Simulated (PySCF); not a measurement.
An unknown gives this computed stick spectrum. Method used: PySCF, TDDFT CAM-B3LYP/def2-SVPD, vertical, gas phase, core orbitals frozen in the response. Geometries: GFN2-xTB, one conformer each.

| state | E (eV) | f |
| --- | --- | --- |
| S1 | 6.22 | 0.012 |
| S2 | 6.73 | 0.0015 |
| S3 | 6.96 | 0.019 |
| S4 | 7.13 | 0.016 |
| S5 | 7.26 | 0.0087 |
| S6 | 7.49 | 0.044 |
| S7 | 7.67 | 0.042 |
| S8 | 7.71 | 0.0044 |

Triplets computed (Tamm–Dancoff): 6.08, 6.33, 6.75 eV.

Orbital energies (eV): HOMO-3 -11.03, HOMO-2 -10.10, HOMO-1 -9.57, HOMO -7.89, LUMO 1.20, LUMO+1 1.26, LUMO+2 1.62.

Question: Which candidate is it? All have the formula C5H9FOSi.
A. `FC[SiH2]O[C@]12C[C@H]1C2`
B. `O=C(/C=C/F)CC[SiH3]`
C. `C#C[C@@](F)(CC)[SiH2]O`

Answer: A. Its S1, at 6.22 eV, is the highest among the candidates; the nearest of the others has S1 at 5.78 eV. S1 is HOMO→LUMO (87%). Löwdin shares by element: HOMO carbon 57% or more, oxygen 18% (atoms not listed hold the other 25%); LUMO silicon 27%, carbon 11% or more, hydrogen 8% or more, oxygen 7% (atoms not listed hold the other 47%). At the same level the other candidates give, for their lowest levels:
- `O=C(/C=C/F)CC[SiH3]`: 4.06 eV (f 0.000); 5.98 eV (f 0.336); 6.77 eV (f 0.009); 7.29 eV (f 0.012); 7.43 eV (f 0.007); T1 3.59 eV; HOMO -9.13, LUMO -0.65 eV
- `C#C[C@@](F)(CC)[SiH2]O`: 5.78 eV (f 0.007); 6.60 eV (f 0.002); 6.95 eV (f 0.019); 7.21 eV (f 0.000); 7.47 eV (f 0.014); T1 5.20 eV; HOMO -8.98, LUMO 0.60 eV

The values belong to the conformer `[F:1][CH2:2][SiH2:3][O:4][C@:5]12[CH2:6][C@H:7]1[CH2:8]2`: F1–C2–Si3–O4 -69°, C2–Si3–O4–C5 56°, Si3–O4–C5–C6 34°.

Without π bonds the low states are Rydberg-like; a valence basis with one diffuse set may place them up to an eV too high.
